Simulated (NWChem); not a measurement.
# C4H4OSi; SMILES C#C[Si@@H]1C=CO1

```xyz
10

C      0.0126    -2.8369    -0.4711
C     -0.0027    -1.6967    -0.0521
Si    -0.0721    -0.0064     0.6127
C     -1.1200     1.2721    -0.1994
C      0.0640     1.8155    -0.5505
O      1.1245     1.0421    -0.0830
H      0.0347    -3.8369    -0.8458
H      0.0370    -0.0684     2.0881
H     -2.1186     1.6235    -0.4089
H      0.3359     2.7103    -1.1088
```
Atoms are numbered in this order, from 1.

All runs: NWChem. The geometry was optimised at B3LYP/6-31G* (spherical d). Level r2SCAN/def2-SVP: energy and gradient on several grids; changes count from the extra-fine grid, which is no exact limit either.

Q: Which is the coarsest grid (xfine; xcoarse; fine; medium; coarse) from which on the energy stays within 100 μHa and each gradient component within 200 μHa/bohr of xfine?

A: fine.
| grid | size of the energy change (μHa) | largest change of a gradient component (μHa/bohr) | time, medium = 1 (rough) |
|---|---|---|---|
| xcoarse | 9000 | 5000 | about 1 |
| coarse | 2000 | 300 | about 1 |
| medium | 200 | 300 | about 1 |
| fine | 40 | 70 | about 1 |
| xfine | < 10 | < 30 | 3 |
